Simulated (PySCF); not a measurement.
# Continuum solvent and chemical shifts

Bonds (- single, = double, # triple, : aromatic): C1-C2, C2#C3, C3-C4, C4-C5, C5-Si6, Si6-C7, C7-C4. C1 carries H8, H9, H10; C4 carries H11; C5 carries H12, H13; Si6 carries H14, H15; C7 carries H16, H17. H13, H14, H16 are cis to C3 on the ring; H12, H15, H17 are trans to C3 on the ring.

GIAO PBE0/pcSseg-1 in PySCF 2.14 on one PBE0-D3(BJ)/def2-SVP conformer, non-relativistic, equivalent nuclei averaged. Solvents enter as an IEF-PCM continuum (acetone with ε = 20.5, water with ε = 78.4) around the gas-phase geometry. Shifts are referred to TMS computed in the same medium.

Gas phase, δ in ppm: C3 90.8, C2 82.1, C4 27.7, C5/C7 20.5, C1 4.8, Si6 -35.9, H14 4.60, H15 4.55, H11 2.99, H8/H9/H10 1.86, H12/H17 1.40, H13/H16 1.37. Dipole moment 0.57 D.

Q: How does each δ change in the continuum?

A: 
```tsv
atoms	environment	Δδ, acetone	Δδ, water
C3	alkyne carbon	+1.1	+1.2
C2	alkyne carbon	+2.0	+2.1
C4	propargylic sp3 CH	-0.2	-0.3
C5/C7	sp3 CH2 bonded to Si	+0.9	+0.9
C1	propargylic methyl carbon	-0.2	-0.3
Si6	silicon bonded to 2 C, 2 H, in a 4-membered ring	+0.8	+0.9
H14	hydrogen on a silicon bonded to 2 C, in a 4-membered ring	-0.04	-0.04
H15	hydrogen on a silicon bonded to 2 C, in a 4-membered ring	-0.06	-0.07
H11	hydrogen on a propargylic sp3 CH	+0.12	+0.13
H8/H9/H10	hydrogen on a propargylic methyl carbon	+0.12	+0.13
H12/H17	hydrogen on an sp3 CH2 bonded to Si	+0.07	+0.08
H13/H16	hydrogen on an sp3 CH2 bonded to Si	+0.05	+0.05
```

Changes are relative to the gas phase. The dipole moment becomes 0.61 D in acetone, 0.61 D in water.

Q: Which of the listed nuclei move most (in ppm), and what does the model miss?

A: C2 (alkyne carbon, +2.1 ppm) in water. A continuum only polarises the solute; specific hydrogen bonds, the anisotropy of aromatic solvents and changes of geometry or conformer are outside it.
